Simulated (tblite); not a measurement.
Species: C5H15NSi2.
Numbering: `[CH3:1][CH2:2][C@@H:3]1[CH2:4][C@H:5]1[N:6]([SiH3:7])[SiH3:8]` (hydrogens: H9, H10, H11 on C1; H12, H13 on C2; H14 on C3; H15, H16 on C4; H17 on C5; H18, H19, H20 on Si7; H21, H22, H23 on Si8)

Computed geometry: GFN2-xTB, gas phase.

What internal coordinates does the optimisation give?

```csv
bond,length (bohr),order
C1–C2,2.883,single
C2–C3,2.854,single
C3–C4,2.838,single
C4–C5,2.830,single
C5–N6,2.706,single
"N6–Si7, N6–Si8",3.282,single
C3–C5,2.841,single
"C1–H9, C1–H10, C1–H11",2.056,single
C2–H12,2.064,single
C2–H13,2.067,single
C3–H14,2.048,single
C4–H15,2.042,single
C4–H16,2.037,single
C5–H17,2.056,single
"Si7–H18, Si7–H19, Si8–H22",2.777,single
"Si7–H20, Si8–H21, Si8–H23",2.759,single
```

Bonds in one row agree within 0.02 bohr and their mean is given. Orders are formal, as drawn. A selection of angles:
```csv
angle,degrees
C2–C1–H9,110.7
C2–C1–H10,110.2
H9–C1–H10,108.7
H9–C1–H11,108.5
C1–C2–C3,111.4
C1–C2–H12,109.5
C1–C2–H13,109.5
C3–C2–H12,109.2
C3–C2–H13,109.5
H12–C2–H13,107.8
C2–C3–C4,121.0
C2–C3–C5,120.6
C2–C3–H14,114.0
C4–C3–C5,59.8
C4–C3–H14,115.7
C5–C3–H14,115.3
C3–C4–C5,60.2
C3–C4–H15,118.2
C3–C4–H16,118.1
C5–C4–H15,117.5
C5–C4–H16,119.0
H15–C4–H16,113.8
C4–C5–N6,123.1
C4–C5–H17,115.7
N6–C5–H17,112.3
C3–C5–C4,60.1
C3–C5–N6,121.0
C3–C5–H17,115.5
C5–N6–Si7,113.8
C5–N6–Si8,119.7
Si7–N6–Si8,126.0
N6–Si7–H18,107.2
N6–Si7–H19,110.9
H18–Si7–H19,109.1
H18–Si7–H20,111.7
N6–Si8–H23,106.4
```

Dihedral angles: C1–C2–C3–C4 154° (antiperiplanar); C2–C3–C4–C5 -110° (anticlinal); C3–C4–C5–N6 -110° (anticlinal); C4–C5–N6–Si7 151° (antiperiplanar); C2–C3–C5–C4 110° (anticlinal).

Si7 (SiH3 silicon) is tetrahedral (angles from 106.9° to 111.7°). Of the pairs four or more bonds apart, Si8···H16 is among the closest relative to their van der Waals radii: 2.78 Å, 84 % of the sum of Bondi's values. The 3-membered ring C3–C4–C5 has internal angles of 59.8° to 60.2°. N6 (nitrogen bridging silicon atoms) is planar (angles 126.0°, 119.7° and 113.8°, sum 359.4°, 0.07 Å off the plane of its three neighbours). The 5 C–C bonds span 1.498 Å (C4–C5, drawn single) to 1.526 Å (C1–C2, drawn single), a spread of 0.028 Å.

Point group: C1 (no symmetry element, even within 0.4 Å). Its GFN2-xTB frequencies are all real (lowest 21 cm⁻¹). One conformer, not necessarily the lowest. 3 starts were optimised and ended at 0.00, 0.39 and 1.70 kcal/mol (GFN2-xTB); the lowest of these is shown.
